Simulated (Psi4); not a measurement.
Pair of molecules, SMILES N with SMILES C[SiH3] (the first has 4 atoms); geometry from B3LYP-D3(BJ)/def2-TZVP, rigid monomers moved along the line of their centres of mass till N1···Si6 is 4.21 Å.
(charge 0, multiplicity 1):
```xyz
12

N      0.415    -0.625    -0.363
H      1.290    -0.528     0.138
H     -0.093     0.245    -0.256
H     -0.122    -1.347     0.104
C     -0.500     0.712     5.499
Si    -0.219     0.301     3.691
H     -1.073    -0.075     5.994
H     -1.053     1.648     5.604
H      0.449     0.821     6.026
H      0.533    -0.971     3.557
H      0.558     1.375     3.027
H     -1.513     0.155     2.982
```

Calculation: SAPT0/jun-cc-pV(D+d)Z run with Psi4 1.11.

Question: Give the four SAPT terms and the total, and say what mostly holds the pair together.

Answer: electrostatics -14.3, exchange 16.7, induction -1.8, dispersion -17.1, total -16.5 meV; the largest attraction is dispersion.
